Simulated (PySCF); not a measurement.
Ti(OEt)(H)3 (C2H8OTi), SMILES [TiH3][O]CC, multiplicity 1.

Geometry optimised at PBE-D3(BJ)/def2-SVP. The spin state was assumed, not searched. The structure was generated by enumeration; whether it is a known compound was not checked. The values are those of a single conformer.

Calculation: PBE/def2-TZVP in PySCF.

Symmetry labels are those of the subgroup Cs that the program uses (full group Cs).

**Question.** List the valence orbital energies around the gap with their symmetry. (Estimate from the structure and the level; the computed values follow.)

**Answer.** 
| orbital | symmetry | energy (eV) |
|---|---|---|
| HOMO−7 | A' | -10.95 |
| HOMO−6 | A' | -9.69 |
| HOMO−5 | A" | -9.53 |
| HOMO−4 | A' | -7.95 |
| HOMO−3 | A" | -7.79 |
| HOMO−2 | A' | -7.39 |
| HOMO−1 | A" | -6.66 |
| HOMO | A' | -6.64 |
| LUMO | A' | -3.22 |
| LUMO+1 | A" | -3.20 |
| LUMO+2 | A' | -2.44 |
| LUMO+3 | A" | -1.88 |
